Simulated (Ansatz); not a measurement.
Reaction (cleavage of the Si–Sn bond): `C[SiH](Cl)[SnH3]` + H₂S → `C[SiH](S)Cl` + `[SnH4]`

Isolated molecules relaxed with PBE0-D4/def2-TZVP in Ansatz; ΔE leaves out vibrations. CCSD(T)/CBS adds triple-zeta CCSD(T) − MP2 to the extrapolated MP2 energy (def2 sets, frozen cores). This one scheme is used for every species. DFT in def2-TZVPP. Elements past krypton have def2 core potentials. For Sn outer-core shells are correlated without core-valence functions, which leaves a few kJ/mol of doubt a bond. One conformer a species, not always the lowest.

CCSD(T)/CBS gives -0.38 eV.

Question: Another level gave -0.45 eV. Which?
A. HF/def2-TZVPP
B. PBE-QIDH/def2-TZVPP
C. RPA@PBE/def2-TZVPP
D. B97M-V/def2-TZVPP

Answer: B. PBE-QIDH -0.45, RPA@PBE/def2-TZVPP -0.41, HF/def2-TZVPP -0.51, B97M-V -0.56 eV.

Largest T1 diagnostic among the species: 0.013.

From BLYP to BHLYP (50 % exact exchange), in def2-TZVPP and without D4, ΔE moves by −0.07 eV. Leaving LDA and LC-ωPBE aside and taking each functional with its dispersion term where it has one, the values, not all of them listed here, spread over 0.18 eV, from B97M-V to PBE-D4. LDA lies −0.04 eV from PBE without D4.
